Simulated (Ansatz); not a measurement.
ClH8NSi3, SMILES `[SiH3][SiH2]N[SiH2]Cl`. The species carries charge 0 and has multiplicity 1.

```xyz
13

Si   -1.025    1.718   -0.216
Si   -0.278   -0.184   -1.362
N     0.804   -1.120   -0.370
Si    1.051   -0.988    1.313
Cl   -0.385   -1.960    2.433
H     0.094    2.645    0.096
H    -1.988    2.416   -1.112
H    -1.723    1.353    1.045
H     0.421    0.227   -2.612
H    -1.463   -0.988   -1.779
H     1.177   -1.955   -0.802
H     0.968    0.439    1.691
H     2.346   -1.604    1.675
```

Question: What are the harmonic wavenumbers in cm⁻¹ at PBE0-D4/def2-TZVP (Ansatz, finite differences of forces, unscaled)? (Best estimate.)

Answer: The calculation gave: 30, 52, 115, 157, 213, 258, 345, 399, 412, 516, 528, 584, 609, 683, 732, 768, 826, 891, 906, 933, 937, 939, 957, 986, 1204, 2193, 2200, 2216, 2227, 2233, 2255, 2265, 3589.

Question: Is this a minimum?

Answer: Yes, all 33 modes are real.

Question: Give the ideal-gas thermochemistry at 298.15 K and 1 bar (rigid rotor, harmonic oscillator; point group C1, symmetry number 1).

Answer: Zero-point energy 204.3 kJ/mol; H(298) − E = 231.3 kJ/mol; entropy 406.8 J/(mol·K), of which translation 170.6, rotation 122.7, vibration 113.5; G(298) − E = 110.0 kJ/mol. Modes under 100 cm⁻¹ are hindered rotations or soft bends, so the harmonic entropy is rough.

Question: Rotational constants (cm⁻¹)?

Answer: 0.0918, 0.03288, 0.02838.
